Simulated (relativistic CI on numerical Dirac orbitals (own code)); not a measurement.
**L2,3 absorption of iron in several valence states**

Computed multiplet spectra 2p⁶3dⁿ → 2p⁵3dⁿ⁺¹ (Dirac-Coulomb-Breit ions, Slater integrals scaled by 0.7, an assumed crystal field that grows with the charge, no charge transfer; 300 K; Lorentzian 0.4 eV and Gaussian 0.3 eV FWHM at both edges, so that L2 comes out sharper than in experiment). Peaks over 5 % are given in eV from the highest peak in the L3 region of each spectrum (height, largest 100). S of the lowest state is read from ⟨S²⟩, and the branching ratio is the share of L3, cut at the minimum between the edges.

Field parameters in Wybourne normalisation: Oh B⁴₀ = 21Dq, B⁴₄ = √(5/14) B⁴₀. The field is a parameter set, without covalency.

- Fe²⁺ (d6, Oh, 10Dq = 11700 cm⁻¹): S = 2.00, high spin, branching ratio 0.76; peaks -1.3 (32), 0.0 (100), 1.2 (54), 2.6 (19), 3.7 (9), 11.4 (13), 12.7 (30), 15.4 (8)
- Fe³⁺ (d5, Oh, 10Dq = 15100 cm⁻¹): S = 2.50, high spin, branching ratio 0.76; peaks -2.0 (36), 0.0 (100), 1.2 (25), 3.3 (8), 4.3 (5), 11.0 (15), 13.0 (21), 14.2 (16)
- Fe⁵⁺ (d3, Oh, 10Dq = 21900 cm⁻¹): S = 1.50, branching ratio 0.60; peaks -3.3 (21), -1.8 (49), 0.0 (100), 1.1 (83), 3.6 (17), 5.2 (9), 9.7 (34), 10.8 (98), 12.2 (40), 13.6 (61), 15.1 (8)

**Question.** What spin state follows for Fe⁴⁺ in Oh, 10Dq = 18500 cm⁻¹, and does its branching ratio lie nearer 2/3 or nearer 0.8?

**Answer.** Fe⁴⁺ (d4, Oh, 10Dq = 18500 cm⁻¹): S = 1.97, high spin, branching ratio 0.68; peaks -2.3 (53), 0.0 (100), 1.3 (59), 8.4 (15), 9.9 (39), 10.8 (20), 12.1 (25), 13.3 (31), 14.5 (13). High-spin states, above all those with an unquenched orbital moment, raise the ratio above the statistical 2/3; low spin and nearly empty shells keep it near or below 2/3.

The centroid of the whole edge, which also moves with the branching ratio, lies at 713.0 (Fe²⁺), 716.0 (Fe³⁺), 720.1 (Fe⁴⁺), 725.4 (Fe⁵⁺) eV in this ionic model, in steps of 3.0 to 5.3 eV. Compounds show about 1 to 2 eV a unit and lower energies for the high valences, since ligands screen the charge. The multiplet shape follows the d count and the spin state, and so serves as a fingerprint of valence.
